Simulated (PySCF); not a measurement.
Output of ΔSCF core-hole calculations on `[AlH3-][AsH3+]`.

Method: PySCF, delta-SCF UKS SCAN, pcX-2 on the ionised atom, pcseg-1 elsewhere, spin-free X2C. The program numbers atoms from 0. The cycles run on a coarse integration grid; for E(ground) and E(ion) the exchange–correlation energy is redone on a finer one, so they differ from the last cycle, and only they enter the binding energy.

Coordinates (Å, PBE0-D3(BJ)/def2-SVP):
```
Al    -1.519345     0.146532    -0.036271
As     1.093665    -0.113279     0.021323
H     -1.781899    -0.896886    -1.221504
H     -1.507104     1.711231    -0.377241
H     -1.790887    -0.312135     1.472916
H      1.737600    -1.429313     0.389970
H      1.903831     0.767968     0.942705
H      1.882259     0.144702    -1.241038
```

```
ground state, core basis on atom 0 (Al), 117 functions
  cycle   1  E = -2501.86123167  |g| = 1.82e-01
  cycle   2  E = -2501.87084916  |g| = 8.10e-02
  cycle   3  E = -2501.87468662  |g| = 2.34e-02
  cycle   4  E = -2501.87495562  |g| = 7.06e-03
  cycle   5  E = -2501.87496821  |g| = 1.42e-03
  cycle   6  E = -2501.87496983  |g| = 4.68e-04
  E(ground) = -2501.76892997 Eh
hole in Al 1s of atom 0
  cycle   1  E = -2443.32102362  |g| = 3.97e+00
  cycle   2  E = -2443.63341212  |g| = 1.92e+00
  cycle   3  E = -2444.19050486  |g| = 4.39e-01
  cycle   4  E = -2444.30132614  |g| = 1.89e-01
  cycle   5  E = -2444.33028337  |g| = 2.22e-02
  cycle   6  E = -2444.33051750  |g| = 8.48e-03
  cycle   7  E = -2444.33055677  |g| = 3.20e-03
  cycle   8  E = -2444.33056164  |g| = 1.02e-03
  cycle   9  E = -2444.33056480  |g| = 1.87e-04
  E(ion) = -2444.22793626 Eh   <S^2> = 0.7522   hole on atom = 1.000
```

Question: What is the Al 1s binding energy of atom 0?

Answer: (-2444.227936 − (-2501.768930)) Eh × 27.2114 eV/Eh = 1565.77 eV, for the aluminium bonded to As and 3 H.

Geometry: PBE0-D3(BJ)/def2-SVP; no solvent, vibrations or thermal averaging.
Labels such as C1 count atoms from 1, the log's own numbers from 0.
